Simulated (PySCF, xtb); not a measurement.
C2H8O2Si, SMILES CO[Si@@H](C)O.

GFN2-xTB in xtb at its own geometry gives an orbital gap of 7.23 eV and a dipole moment of 1.26 D.

The structure is a stationary point at PBE0-D3(BJ)/def2-SVP. The structure was generated by enumeration; whether it is a known compound was not checked. The values are those of a single conformer.

### Question
What does ωB97X/def2-TZVP (PySCF) give? (Estimate from the structure and the level; the computed values follow.)

### Answer
gap 13.42 eV (levels -10.54 and 2.88 eV), dipole 0.60 D.
